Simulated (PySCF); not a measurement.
Vertical excitations of a molecule C4H10Si2 from TDA-PBE0/def2-SVPD run with PySCF 2.14.0, as energy in eV (oscillator strength): 6.43 (0.001), 6.67 (0.012), 6.72 (0.002), 7.16 (0.021), 7.20 (0.030), 7.54 (0.046). Lowest triplet (TDA): 5.19 eV. Geometry optimised at TPSSh-D3(BJ)/def2-SVP. Other conformers were not sampled.

Task: Identify the compound among the candidates.
(A) C=C1C[SiH2][C@H]1[SiH3]
(B) CC1=C[SiH2]C[SiH2]1
(C) C#CCC([SiH3])[SiH3]
(D) [SiH3]C[Si@@H]1C=CC1

Result: C, C#CCC([SiH3])[SiH3]
